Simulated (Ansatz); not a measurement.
`F[Si](Cl)(Cl)[O][GeH3]`. The species carries charge 0 and has multiplicity 1.

```tsv
atom	x (Å)	y (Å)	z (Å)
F1	-0.8547	2.3024	-1.4510
Si2	-0.0769	0.9618	-1.1683
Cl3	1.9088	1.3584	-1.2951
Cl4	-0.5770	-0.3621	-2.6212
O5	-0.4774	0.4275	0.2764
Ge6	-0.0519	-0.9309	1.3645
H7	-0.3447	-2.2301	0.6052
H8	1.4344	-0.7854	1.7095
H9	-0.9606	-0.7414	2.5799
```

(1) What are the harmonic wavenumbers in cm⁻¹ at PBE0-D4/def2-TZVP (Ansatz, finite differences of forces, unscaled)? (An estimate is asked.)

(2) Is this a minimum?

(3) Give the ideal-gas thermochemistry at 298.15 K and 1 bar (rigid rotor, harmonic oscillator; point group C1, symmetry number 1).

## Answers

(1) The calculation gave: 17, 33, 62, 171, 210, 249, 301, 310, 443, 622, 622, 645, 654, 847, 871, 871, 937, 1110, 2181, 2188, 2205.

(2) Yes, all 21 modes are real.

(3) Zero-point energy 93.0 kJ/mol; H(298) − E = 119.1 kJ/mol; entropy 424.2 J/(mol·K), of which translation 175.5, rotation 127.4, vibration 121.3; G(298) − E = -7.4 kJ/mol. Modes under 100 cm⁻¹ are hindered rotations or soft bends, so the harmonic entropy is rough.
